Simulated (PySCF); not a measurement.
Frontier orbitals and the lowest excitations

Compound: C4H11B.
Z-matrix (Å and degrees, PBE0-D3(BJ)/def2-SVP geometry), rows numbered from 1:
```
B 
C   1  1.5636
C   2  1.5499  1   97.69
C   2  1.5282  1  114.29  3   115.42
C   2  1.5285  1  114.25  3  -115.41
H   1  1.2120  2  120.38  3    86.86
H   1  1.2122  2  120.49  3   -86.95
H   3  1.1043  2  108.99  1   179.85
H   3  1.1022  2  112.45  1   -61.46
H   3  1.1022  2  112.44  1    61.14
H   4  1.1018  2  111.29  1    69.51
H   4  1.1010  2  111.58  1   -50.55
H   4  1.1040  2  111.12  1  -170.96
H   5  1.1040  2  111.12  1   171.32
H   5  1.1010  2  111.53  1    50.92
H   5  1.1016  2  111.27  1   -69.06
```

Method: TDDFT wB97X-D/def2-SVPD, vertical, gas phase, core orbitals frozen in the response in PySCF 2.14.0, density-fitted response routines.

Frontier orbitals with the atoms that hold most of them (Löwdin shares over 4%, at most four atoms; ? is withheld):

```csv
orbital,ε (eV),atoms
HOMO-3,-11.51,"C4 17%, C5 17%, B1 14%, C2 9%"
HOMO-2,-11.35,"C3 21%, C2 20%, C5 14%, C4 14%"
HOMO-1,-10.83,"B1 25%, C2 15%, H6 14%, H7 14%"
HOMO,-10.01,?
LUMO,0.74,?
LUMO+1,2.09,"B1 44%, C3 7%, C4 6%, C5 6%"
LUMO+2,2.94,"B1 29%, C4 10%, C5 10%, H14 8%"
```

**Question.** Give the leading atoms of the LUMO.

**Answer.** B1 (bonded to C and 2 H) 50%; H6 (bonded to B) 10%; H7 (bonded to B) 10%; C3 (bonded to C and 3 H) 8%. By element: boron 50%, hydrogen 21% or more, carbon 8% or more.

**Question.** Give the leading atoms of the HOMO.

**Answer.** C2 (bonded to B and 3 C) 30%; B1 (bonded to C and 2 H) 24%; C3 (bonded to C and 3 H) 9%; C4 (bonded to C and 3 H) 7%. By element: carbon 46% or more, boron 24%.

**Question.** The HOMO–LUMO gap is 10.75 eV. Where does the response calculation put the lowest singlet, and from which orbitals?

**Answer.** S1 is at 5.52 eV (f = 0.0068), 5.23 eV below the gap, made of HOMO→LUMO (94%). 

**Question.** Give energy, strength and leading configuration of S1, S2, S3 and S5, and follow the Löwdin shares of the leading atoms from the occupied to the empty orbital.

**Answer.** 
- S1 (5.52 eV, f 0.0068), HOMO→LUMO (94%): C2 30% → at most 9%, B1 24% → 50%, H6 at most 7% → 10%
- S2 (6.10 eV, f 0.0012), HOMO-1→LUMO (84%): B1 25% → 50%, C2 15% → at most 9%, H6 14% → 10%
- S3 (7.45 eV, f 0.0072), HOMO-2→LUMO (97%): C3 21% → 8%, C2 20% → at most 9%, B1 at most 14% → 50%, H6 at most 14% → 10%
- S5 (8.20 eV, f 0.076), HOMO→LUMO+1 (91%): C2 30% → at most 6%, B1 24% → 44%, C3 9% → 7%

The run took 21 s on one thread, INTEL XEON PLATINUM 8581C at 2.10 GHz (x86_64), shared host with 80 logical CPUs at a one-minute load of 16, and the process peaked at 0.81 GiB of memory.
